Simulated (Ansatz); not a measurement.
```yaml
crystal:
  periodic: [false, false, false]
  atoms:
    - {symbol: C, position_ang: [-0.166007, -0.063667, 1.488664]}
    - {symbol: S, position_ang: [0.493914, -1.238852, 0.307839]}
    - {symbol: Ga, position_ang: [0.324778, -0.158279, -1.400287]}
    - {symbol: Cl, position_ang: [0.890131, -0.713003, -3.616066]}
    - {symbol: Cl, position_ang: [-0.631356, 1.828079, -1.584636]}
    - {symbol: H, position_ang: [-1.268287, 0.081788, 1.042484]}
    - {symbol: H, position_ang: [0.338241, 0.711569, 1.449645]}
    - {symbol: H, position_ang: [-0.164206, -0.661923, 2.636785]}
basis:
  gaussian: {orbitals: pcseg-2}
hamiltonian: {xc: {name: M06-2X}}
accuracy: high
```

```sh
$ ansatz run in.yaml --threads 4 --pin off --events-out ev --progress --plain --max-ram 10444MiB
```

Output, abridged:

```
Error: YAML parse error: error: line 14 column 19: hamiltonian.xc: no functional is named "M06-2X"; the names, which are not case-sensitive, are SVWN5, SPW92, PBE, PBE0, PBEsol, revPBE, revPBE0, RPBE, rPW86-PBE, HSE06, wPBEh, LC-wPBE, HISS, HF, BLYP, B3LYP, B3LYP5, BHLYP, CAM-B3LYP, r2SCAN, r2SCANh, r2SCAN0, r2SCAN50, m-r2SCAN, B97, wB97, wB97X, wB97X-V, B97M-V, wB97M-V, B2PLYP, B2GP-PLYP, PBE0-DH, PBE-QIDH
12 | basis:
13 |   gaussian: {orbitals: pcseg-2}
14 | hamiltonian: {xc: {name: M06-2X}}
15 | accuracy: high
```

(1) What is wrong with this run?

## Answers

(1) The method's name isn't one that the program takes here. The input was rejected before any iteration.

HSE06 is defined as in plane-wave codes.
